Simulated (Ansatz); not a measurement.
Cartesian coordinates (Å):
```xyz
7

O      0.1401     0.0391     1.3736
Si     1.3348     0.0045     0.1892
Si    -1.2691     0.0139     0.4546
H      0.9411    -1.0501    -0.7998
H      1.4477     1.3376    -0.4721
H     -1.5055    -1.3538    -0.0941
H     -1.0891     1.0088    -0.6514
```
Charge 0, spin multiplicity 1.

All values below come from frozen-core CCSD(T)/cc-pVTZ // B3LYP-D3(BJ)/def2-TZVP in Ansatz (an electronic-structure program). The restricted HF reference is unstable towards unrestricted orbitals. Warnings of the run: other_roots.

```yaml
HF energy: -655.02337 Ha
MP2 correlation energy: -0.52586 Ha
```

Q: Estimate the CCSD correlation energy, the (T) correction, the total energy and the T1 diagnostic.

A: 
The CCSD correlation energy is -0.55068 Ha. The (T) correction comes out as -0.03180 Ha and the CCSD(T) total energy comes out as -655.60585 Ha. The T1 diagnostic is 0.018.
